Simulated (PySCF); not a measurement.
CrO2F2, SMILES [O]=[Cr](=[O])([F])[F], multiplicity 1.

Coordinates come from a B3LYP-D3(BJ)/def2-SVP optimisation. The multiplicity is an assumed one; other spin states were not compared. The isomer is the one that the SMILES or the coordinates give; other isomers of the formula were not compared.

All values below come from PBE/def2-TZVP in PySCF.

Symmetry labels are those of the subgroup C2v that the program uses (full group C2v).

### Question
List the valence orbital energies around the gap with their symmetry. (An estimate is asked for; the answer gives what the named calculation found.)

### Answer

```
orbital  symmetry  energy (eV)
-------  --------  -----------
HOMO−7         B2       -12.33
HOMO−6         A1       -11.40
HOMO−5         B1       -11.11
HOMO−4         B2       -10.70
HOMO−3         A1       -10.23
HOMO−2         B1        -9.92
HOMO−1         A2        -9.89
HOMO           B2        -8.77
LUMO           A1        -5.73
LUMO+1         A2        -5.31
LUMO+2         B1        -4.55
LUMO+3         A1        -3.60
```
